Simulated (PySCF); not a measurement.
**Calculated NMR parameters of F/C=C(/F)CC(F)F**

```
Formula                               : C4H4F4
SMILES                                : F/C=C(/F)CC(F)F
InChI                                 : InChI=1S/C4H4F4/c5-2-3(6)1-4(7)8/h2,4H,1H2/b3-2+
Point group of the computed structure : C1
Degrees of unsaturation               : 1
Carbon signals                        : 4
Proton signals                        : 3
```

Molfile (atoms numbered from 1):
```
C4H4F4
     RDKit          3D

 12 11  0  0  0  0  0  0  0  0999 V2000
   -2.1122    0.3201   -1.4762 F   0  0  0  0  0  0  0  0  0  0  0  0
   -1.9526   -0.3515   -0.3334 C   0  0  0  0  0  0  0  0  0  0  0  0
   -0.8651   -0.1962    0.4065 C   0  0  0  0  0  0  0  0  0  0  0  0
   -0.7769   -0.9021    1.5533 F   0  0  0  0  0  0  0  0  0  0  0  0
    0.3102    0.6829    0.1324 C   0  0  0  0  0  0  0  0  0  0  0  0
    1.5903   -0.1422   -0.0000 C   0  0  0  0  0  0  0  0  0  0  0  0
    1.5562   -0.9033   -1.1174 F   0  0  0  0  0  0  0  0  0  0  0  0
    2.6584    0.6778   -0.1283 F   0  0  0  0  0  0  0  0  0  0  0  0
   -2.7791   -0.9999   -0.0881 H   0  0  0  0  0  0  0  0  0  0  0  0
    0.1449    1.2366   -0.7930 H   0  0  0  0  0  0  0  0  0  0  0  0
    0.4544    1.3834    0.9594 H   0  0  0  0  0  0  0  0  0  0  0  0
    1.7727   -0.8063    0.8589 H   0  0  0  0  0  0  0  0  0  0  0  0
  1  2  1  0
  2  3  2  0
  3  4  1  0
  3  5  1  0
  5  6  1  0
  6  7  1  0
  6  8  1  0
  2  9  1  0
  5 10  1  0
  5 11  1  0
  6 12  1  0
M  END
```

- GFN2-xTB structure
- shielding tensors at PBE0/pcSseg-1 (GIAO)
- code: PySCF 2.14
- single conformer, isolated molecule, averaged over atoms made equivalent by symmetry, fast rotation or ring inversion, no relativistic terms

Referencing at the same level of theory: TMS for 1H and 13C; 19F against CFCl3.

```tsv
carbon	δC, type	δH (multiplicity)	HMBC from (2–3 bonds)	span of the C tensor (ppm)
C2	152.1, CH	7.67 (m)	H10/H11	131
C3	160.2, C	–	H9, H12, H10/H11	132
C5	37.5, CH2	3.06 (m)	H9, H12	37
C6	119.5, CH	6.38 (m)	H10/H11	39
```

Other nuclei:
```json
{"atoms": "F7/F8", "nucleus": "19F", "environment": "fluorine of a CF2 group", "δ (ppm)": "-135.6", "σ (ppm)": "306.6"}
{"atoms": "F4", "nucleus": "19F", "environment": "vinylic fluorine", "δ (ppm)": "-174.4", "σ (ppm)": "345.4"}
{"atoms": "F1", "nucleus": "19F", "environment": "vinylic fluorine", "δ (ppm)": "-182.2", "σ (ppm)": "353.2"}
```

Carbon types of the structure: 1 × C, 2 × CH, 1 × CH2, which accounts for all hydrogens. δC 160.2: fully substituted alkene carbon; an sp2 carbon of a C=C bond. δC 152.1: alkene CH; the olefinic region. δC 119.5: sp3 CH bonded to 2 F; 2 electronegative neighbours deshield it. δH 7.67: hydrogen on an alkene CH; attached to an sp2 carbon and in the plane of the double bond. δH 3.06: hydrogen on an allylic sp3 CH2; allylic position.

Splittings by 19F in the carbon and heteronuclear signals aren't shown, as no couplings were computed. Shifts are as computed. Against solution values, carbons near 30 ppm lie about +3 ppm off and those near 130 ppm about +5 ppm. Of 1309 compounds with measured shifts, 239 miss one by over three times the rms of a fit or turn the order of signals round; such compounds aren't used in these exercises. Unscaled 19F shifts against computed CFCl3 carry errors that often reach 10 to 50 ppm. No couplings were computed; multiplicities are counted from neighbouring protons, with m where these are inequivalent, close in shift, in a saturated or five-membered ring or joined by F or P, and br s for small geminal =CH2 splittings.
